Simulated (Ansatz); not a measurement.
Calculated with Ansatz (gas phase, PBE0-D4/def2-TZVP geometries, no zero-point term in ΔE). CBS: MP2 limit from def2 TZ/QZ plus the TZ coupled-cluster correction, frozen cores. Functionals use def2-TZVPP. For Ga outer-core shells are correlated without core-valence functions, which leaves a few kJ/mol of doubt a bond. Scalar relativity is left out up to krypton. Each species was taken in one conformer, which may not be the lowest.

`C[O][Ga]([OH])[SH]` + `COB(O)F` → `COB(F)OC` + `[OH][Ga]([OH])[SH]`  (substitution at a C–O bond)

`C[O][Ga]([OH])[SH]`:

```xyz
10

C    -1.837   -0.069   -0.324
O    -0.709    0.768   -0.244
Ga    0.919    0.175    0.137
O     2.236    1.365    0.185
S     1.316   -1.934    0.544
H    -2.204   -0.109   -1.355
H    -1.641   -1.098    0.002
H    -2.635    0.334    0.308
H     1.936    2.257   -0.008
H     2.621   -1.688    0.755
```

`COB(O)F`:

```xyz
9

C    -1.343    0.218    0.074
O    -0.386   -0.821    0.012
B     0.934   -0.577   -0.056
O     1.448    0.684   -0.070
F     1.753   -1.632   -0.111
H    -2.010    0.133   -0.786
H    -0.873    1.203    0.071
H    -1.930    0.101    0.987
H     2.406    0.691   -0.121
```

`COB(F)OC`:

```xyz
12

C    -0.704    0.543    1.957
O    -1.025    1.105    0.700
B    -0.469    0.615   -0.428
F    -0.816    1.192   -1.581
O     0.404   -0.419   -0.393
C     1.000   -0.950   -1.560
H    -0.977   -0.514    1.998
H     0.364    0.636    2.169
H    -1.269    1.090    2.712
H     0.744   -2.008   -1.637
H     0.663   -0.432   -2.460
H     2.085   -0.857   -1.476
```

`[OH][Ga]([OH])[SH]`:

Cartesian coordinates in Å:
```
O -1.644 0.393 -0.786
Ga -0.069 0.012 -0.051
O 0.117 0.386 1.674
S 1.608 -0.872 -1.138
H -1.716 0.180 -1.719
H -0.675 0.771 2.057
H 2.380 -0.869 -0.037
```

(1) Is it downhill or uphill in electronic energy at CCSD(T)/CBS, and by how much? (Estimate.)

(2) What do these levels give: PBE-D4, r2SCAN-D4, ωB97M-V, r2SCAN, HF/def2-QZVPP, SCS-MP2/def2-QZVPP? (Best estimate.)

Largest T1 diagnostic among the species: 0.014.

Results:

(1) The calculation gave: Downhill: ΔE = -0.06 eV.

(2) The calculation gave: PBE-D4 -0.04, r2SCAN-D4 -0.06, ωB97M-V -0.07, r2SCAN -0.06, HF/def2-QZVPP -0.07, SCS-MP2/def2-QZVPP -0.06 eV.
